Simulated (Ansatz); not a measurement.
Mulliken charges of `FC1=C[Se]1` from PBE/def2-TZVPP in Ansatz (PBE0-D4/def2-TZVP geometry).

```
atom   x (Å)   y (Å)   z (Å)  charge (e)
  F1  -0.352  -1.459   1.110      -0.094
  C2  -0.221  -0.498   0.253       0.144
  C3   0.468   0.517  -0.086      -0.155
 Se4  -1.111   0.137  -1.318      -0.072
  H5   1.266   1.230  -0.001       0.177
```

Q: By hand: the dipole of these point charges (1 e Å = 4.8032 D).

A: Σ q r = (0.233, 0.193, 0.040) e Å, of length 0.305 e Å = 1.46 D.

Q: How does the dipole of the full density compare? (Estimate.)

A: Computed: (0.252, 0.118, 0.137) e Å, 1.49 D; the point charges give 0.98 times that, at 23° from its direction.

Point charges leave out the atoms' own dipoles, such as those of lone pairs, and Mulliken's split depends on the basis, so the two needn't agree.
